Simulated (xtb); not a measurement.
GeH6P2, SMILES [PH2][GeH2][PH2]. All values are semi-empirical tight-binding results from xtb (GFN2-xTB unless named), good for trends rather than for accurate numbers. The structure is a stationary point at GFN2-xTB. The structure was generated by enumeration, and PubChem lists no compound with its InChIKey, so it may never have been made. One conformer was computed; it need not be the lowest.

Optimised geometry:

```xyz
9

Ge    -0.0856    -0.5844     0.1132
P      1.9135     0.1326    -0.8150
P     -1.7539     0.9466     0.6096
H      0.2330    -1.3678     1.3733
H     -0.6756    -1.6512    -0.7909
H      1.2780     0.9567    -1.7355
H      2.0510     1.1704     0.0985
H     -0.8603     1.8595     1.1558
H     -1.6801     1.5443    -0.6425
```

For metal compounds this method's bond lengths and energies can be far off.

```
Property                                       Value
-------------------------------------  -------------
point group as xtb finds it                       C2
orbital gap                                  4.08 eV
zero-point energy                      30.4 kcal/mol
G − E(el) at 298.15 K (modified RRHO)  10.6 kcal/mol
```

Question: Give the atomic charges and the Wiberg bond orders between heavy atoms. (The exact figures need the calculation; the answer reports its results.)

Answer: charges (e) Ge1 0.13, P2 -0.11, P3 -0.11, H4 -0.05, H5 -0.05, H6 0.05, H7 0.05, H8 0.05, H9 0.05. Bond orders Ge1–P2 0.93, Ge1–P3 0.93.
